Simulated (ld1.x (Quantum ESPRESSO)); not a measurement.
## LDA (PZ) PAW dataset for zinc, scalar-relativistic all-electron reference.

* Element: zinc (Zn)
* Generator: ld1.x (Quantum ESPRESSO) 7.5
* Type: PAW
* Functional: LDA (PZ)
* Relativity: scalar-relativistic
* Frozen core: [Ar]
* Valence charge: 12
* Reference configuration: 3d10 4s2 4p0
* Partial waves: 4s (bound): rcut 1.80, rcutus 2.35 bohr; 4s channel at 1.25 Ry: rcut 1.80, rcutus 2.35 bohr; 4p (bound, empty): rcut 0.75, rcutus 0.95 bohr; 4p channel at 3.95 Ry: rcut 0.75, rcutus 0.95 bohr; 3d (bound): rcut 1.10, rcutus 1.20 bohr; 3d channel at 3 Ry: rcut 1.10, rcutus 1.20 bohr; 4f channel at 0.15 Ry: rc 2.20 bohr
* Local potential: the f channel
* Core correction: Bessel-smoothed model core inside 0.85 bohr
* Augmentation charge: BG, radius 0.70 bohr

All-electron outer shells of the reference configuration (LDA (PZ), scalar-relativistic, ld1.x):

```tsv
shell	level (eV)	outermost node (bohr)	outermost maximum (bohr)
3s	-128.62	0.28	0.59
3p	-83.26	0.25	0.59
3d	-10.42	–	0.56
4s	-6.23	0.85	2.09
4p	-1.23	0.92	3.04
```

Results:

```
Cutoffs needed                            : 90 Ry and 180 Ry (the cutoffs (Ry, on a coarse ladder) from which the occupation-weighted sum of valence levels, in a spherical-Bessel basis at the reference potential, stays within 10 and 1 mRy of its value at 400 Ry)
Ghost test                                : ghost state, extra bound levels that the all-electron valence spectrum of the same l lacks: p at -85.2 eV; a true bound ghost makes a file unfit for plane-wave use (spherical-Bessel basis up to 400 Ry, 20 bohr box)
Configuration tests                       : test run stopped at test 5 of 9 (negative rho)
Lowest eigenvalue of the overlap operator : 0.16 (p channel)
```

Generation and tests took about 2.5 s on one core of a shared server CPU.
